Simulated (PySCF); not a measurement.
Si(H)(F)(Cl)(Et) (C₂H₆ClFSi), SMILES CC[SiH](F)Cl.

Coordinates come from a PBE0-D3(BJ)/def2-SVP optimisation. This is a generated structure with no PubChem entry under its InChIKey; it may be hypothetical. The values are those of a single conformer.

Computed with TDA-PBE/def2-SVPD in PySCF.

Vertical excitations. Isolated molecule, no solvent.

```tsv
state	energy (eV)	λ (nm)	f	main pairs
S1	7.05	176	0.001	HOMO→LUMO 99 %
S2	7.21	172	0.015	HOMO→LUMO+1 98 %
S3	7.54	164	0.025	HOMO→LUMO+2 98 %
S4	7.76	160	0.020	HOMO−1→LUMO 91 %
S5	7.91	157	0.020	HOMO−2→LUMO 58 %, HOMO−1→LUMO+1 39 %
S6	7.97	156	0.029	HOMO−1→LUMO+1 53 %, HOMO−2→LUMO 36 %
S7	8.10	153	0.011	HOMO−2→LUMO+1 85 %
S8	8.16	152	0.006	HOMO−1→LUMO+2 81 %
S9	8.27	150	0.026	HOMO→LUMO+3 55 %, HOMO→LUMO+4 38 %
S10	8.37	148	0.001	HOMO−3→LUMO 91 %
T1	6.82	182	0	HOMO→LUMO 97 %
T2	6.88	180	0	HOMO→LUMO+1 97 %
T3	7.32	169	0	HOMO→LUMO+2 98 %
T4	7.47	166	0	HOMO−1→LUMO 97 %
```
Triplets are in the Tamm–Dancoff approximation.
